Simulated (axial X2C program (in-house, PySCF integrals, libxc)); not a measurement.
Worked dissociation energy of WO⁺: PBE, spin-free

Computed with an in-house relativistic program for diatomic molecules. Spin-free means the one-electron spin-free X2C Hamiltonian. Basis: W dyall-cv3z [13s14p9d7f4g], O dyall-av3z [7s6p3d2f] (cores contracted in-house); Gaussian nuclei, density fitting, unrestricted open shells. Masses: W 183.951 u, O 15.995 u.

Molecular state: M_S = 3/2, Λ = 0 (beyond evenly filled blocks: σα, δ+α, δ-α).

| Quantity | Value |
| --- | --- |
| E(W+) (2M_S = 5, M_L = 0) | -16143.418283 hartree |
| E(O) (2M_S = 2, M_L = 0) | -75.068089 hartree |
| E(WO⁺) at Re | -16218.783969 hartree |
| ωe | 1094.4 cm⁻¹ |
| ωexe | 4.08 cm⁻¹ |

(1) Work out De and D0.

The state is one determinant whose occupation by symmetry is held fixed; it was picked as the lowest of a PBE0 search that is not exhaustive. De is counted from the lowest determinant-based energies of the atoms at the same level, without counterpoise correction.

Each atomic determinant is the lowest at this level and need not be a pure term. Totals compare only within one Hamiltonian and basis.

Results:

(1) De = -16143.418283 + (-75.068089) − (-16218.783969) = 0.29760 hartree = 8.098 eV. The zero-point energy is ωe/2 − ωexe/4 = 546 cm⁻¹ = 0.068 eV, so D0 = 8.030 eV.
